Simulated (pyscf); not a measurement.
Cl–SbH₂ (SMILES [Cl][SbH2]) + Cl–SbH–Cl (SMILES [Cl][SbH][Cl]) → SbH₃ (SMILES [SbH3]) + Cl–Sb(Cl)–Cl (SMILES [Cl][Sb]([Cl])[Cl]), a four-centre exchange (singlet surface; Cl–Sb, H–Sb broken, H–Sb, Cl–Sb formed). Single points on ωB97X-D3(BJ)/def2-SVP structures (PySCF, gas phase). Energies in eV from the separated reactants.

Small-basis levels: PySCF, no dispersion term, spherical d functions. 

Task: Quick B3LYP/6-31G*+LANL2DZ single points give ΔE‡ = 1.28 eV and ΔE = -0.24 eV. What does ωB97M-D3(BJ)/def2-TZVP give, and how far is the quick result from it?

Result: ωB97M-D3(BJ)/def2-TZVP gives ΔE‡ = 0.97 eV and ΔE = -0.30 eV. B3LYP/6-31G*+LANL2DZ lies 0.32 eV over it in the barrier and 0.06 eV over it in the reaction energy, so on this step it does not hold to within 0.13 eV. ωB97M-D3(BJ)/def2-TZVP has limits of its own. On the reactant side the descent ends in a bound adduct, 0.42 eV under the separated species and 1.12 eV under the saddle at ωB97X-D3(BJ)/def2-TZVP. At ωB97X-D3(BJ)/def2-TZVP the barrier from the zero used here is 0.70 eV. This is the saddle that the search found; another between the same sides may lie lower. In the def2 sets elements past Kr carry core potentials, without spin-orbit coupling.
